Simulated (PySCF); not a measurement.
# Working out the ionisation energy of Cr²⁺

Cr²⁺ [Ar] 3d4 (5D) → Cr³⁺ [Ar] 3d3 (4F). All numbers are calculated (PySCF 2.14, scalar relativity by spin-free X2C-1e, in x2c-SVPall (5s3p3d1f, 36 functions)). Frozen: [Ar]. Energies in hartree (1 hartree = 27.21139 eV):

```json
{"part": "UHF", "Cr²⁺ (lower)": "-1048.706543", "Cr³⁺ (upper)": "-1047.597735"}
{"part": "MP2 opposite-spin", "Cr²⁺ (lower)": "0.000000", "Cr³⁺ (upper)": "0.000000"}
{"part": "MP2 same-spin", "Cr²⁺ (lower)": "-0.021340", "Cr³⁺ (upper)": "-0.007095"}
```

**Question.** What does Hartree-Fock give?

**Answer.** (-1047.597735) − (-1048.706543) = 1.108808 hartree = 30.172 eV.

**Question.** What do MP2 and SCS-MP2 (6/5 opposite-spin, 1/3 same-spin) give?

**Answer.** The opposite-spin parts differ by 0.000 eV and the same-spin parts by 0.388 eV. MP2: 30.172 + (0.000) + (0.388) = 30.560 eV. SCS-MP2: 30.172 + 1.2 × (0.000) + (0.388)/3 = 30.301 eV.

Reference: 30.959 ± 0.025 eV (measured; NIST Atomic Spectra Database, ionization energies), between the lowest levels; spin-orbit coupling is absent from the calculation.

A double-zeta basis recovers only part of the correlation energy.

What remains against the reference includes basis incompleteness, the frozen core and correlation beyond second order.
